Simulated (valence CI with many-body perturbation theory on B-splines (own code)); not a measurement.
Results of a calculation; reference values are marked as such.
# As XIII: magnetic and hyperfine properties of the levels

Method: configuration interaction combined with many-body perturbation theory (CI+MBPT): three valence electrons over a frozen Dirac-Fock core [Ar], radial functions for each j: 7 s, 7 p, 8 d, 6 f, 4 g, 1 h, with the one-electron correlation potential Σ1, the two-electron term Σ2, the three-electron term Σ3, Breit, model QED; selected CI, second order for the rest, scaled by the run's own slope (own B-spline code, finite nucleus).

No measured spectrum was set against this ion. As an estimate, terms of the open shell hold to 2 to 4 % of their energy, and close levels can change places. The list stops below the first excitations out of the core. Only levels of the ground parity were solved; by the run's estimate the other parity begins above the list, which can be wrong where configurations are misplaced.

A/g_I is the dipole constant over the nuclear g factor μ/I (μ in nuclear magnetons, uniformly magnetised nucleus), B/Q the quadrupole constant per barn. Both hold the static response of the core; the bare values leave it out. Large factors of s and p1/2 electrons are usually good to 5 to 10 %; those of open d and f shells near neutrality can be off by tens of per cent, and small factors of p3/2, d and f electrons come from cancelling terms and can be off by a factor of two or in sign, in half-filled shells by more. B is blank for J = 1/2, where it vanishes, and for nearly pure S terms. Energies count from the lowest level.

Names give the largest LS component (configuration and term), which can be under half, so a name can repeat, a term be missing and a line seem to break the LS rules; names also repeat where a configuration has a term twice. Letters in brackets count levels of one name in rising energy.

```tsv
Level	E (eV)	g	A/g_I (MHz)	A/g_I bare	B/Q (MHz/b)	B/Q bare
3d³ ⁴F_3/2	0.000	0.405	3890	3690	-838	-865
3d³ ⁴F_5/2	0.398	1.028	2220	2240	-816	-843
3d³ ⁴F_7/2	0.877	1.235	1740	1840	-1100	-1140
3d³ ⁴F_9/2	1.395	1.327	1640	1780	-1570	-1630
3d³ ⁴P_3/2	4.455	1.639	1490	1740	-1770	-1830
3d³ ⁴P_1/2	4.474	2.532	-2790	-2200		
3d³ ²G_7/2	4.974	0.891	2730	2710	1300	1350
3d³ ⁴P_5/2	5.116	1.593	480	720	2260	2330
3d³ ²G_9/2	5.289	1.076	2290	2330	2240	2310
3d³ ²D_3/2 [a]	6.206	1.090	2470	2520	-2250	-2330
3d³ ²P_1/2	6.509	0.802	286	243		
3d³ ²H_9/2	6.978	0.948	2210	2210	3570	3690
3d³ ²H_11/2	7.075	1.090	2200	2260	4930	5090
3d³ ²D_5/2 [a]	7.301	1.204	1870	1970	-1620	-1680
3d³ ²P_3/2	7.695	1.127	1870	1930	299	302
3d³ ²F_7/2	10.778	1.141	2160	2240	1510	1560
3d³ ²F_5/2	10.970	0.861	2260	2230	1960	2020
3d³ ²D_5/2 [b]	16.678	1.196	1620	1720	3490	3600
3d³ ²D_3/2 [b]	16.856	0.799	3680	3620	2920	3020
```

(1) Take the isotope of mass number 75, with I = 3/2, μ = 1.4383 μN and Q = 0.311 b. What is the hyperfine structure of 3d³ ⁴F_9/2?

## Answers

(1) From the table A = 1570 MHz, B = -489 MHz. Shifts from the centre of gravity in MHz: F = 3: -13200, F = 4: -6570, F = 5: 1380, F = 6: 10500.
